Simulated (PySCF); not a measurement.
**Question.** Write Cartesian coordinates for `CC(C)(C)[P@@](C)(=O)[O-]` as optimised with PBE0-D3(BJ)/def2-SVP. (Charge -1.)

**Answer.** 
```
atom  x, y, z in Å
C1    -1.7954   -1.6086    0.7763
C2    -0.7241   -0.8374    0.0047
C3    -0.9208    0.6602    0.2040
C4    -0.7612   -1.2306   -1.4668
P5     0.8988   -1.4029    0.7946
C6     2.2074   -0.4558   -0.1140
O7     0.8817   -0.8928    2.2225
O8     1.0624   -2.8688    0.4408
H9    -1.6176   -2.6908    0.6764
H10   -1.7313   -1.3610    1.8470
H11   -2.8104   -1.3690    0.4054
H12   -0.2079    1.2472   -0.3995
H13   -1.9412    0.9803   -0.0848
H14   -0.7513    0.9106    1.2629
H15   -0.4878   -2.2926   -1.5642
H16   -0.0416   -0.6423   -2.0614
H17   -1.7645   -1.0709   -1.9081
H18    3.1664   -0.7794    0.3202
H19    2.1092    0.6305    0.0362
H20    2.2203   -0.6884   -1.1902
```

Any rigid rotation of these coordinates is as good. Atoms count from 1 in this order. P5 (phosphoryl phosphorus) is distorted tetrahedral (angles from 104.4° to 123.1°). Of the pairs four or more bonds apart, O8···H15 is among the closest relative to their van der Waals radii: 2.60 Å, 96 % of the sum of Bondi's values. The C–P distances run from 1.853 Å (P5–C6, drawn single) to 1.892 Å (C2–P5, drawn single), a spread of 0.039 Å.

Bonds between heavy atoms (Å): C1–C2 1.529, C2–C3 1.524, C2–C4 1.524, C2–P5 1.892, P5–C6 1.853, P5=O7 1.516, P5–O8 1.517.

Computed with PBE0-D3(BJ)/def2-SVP geometry optimisation, gas phase (PySCF 2.14.0).

PBE0-D3(BJ)/def2-SVP frequencies: not computed here. The geometry's basis has no diffuse functions, a weakness for an anion.

Time: 2.3 min of wall time; peak memory 0.72 GiB. Hardware: Arm Neoverse V2, one thread, no GPU, on a shared host. That covers the optimisation of the geometry.
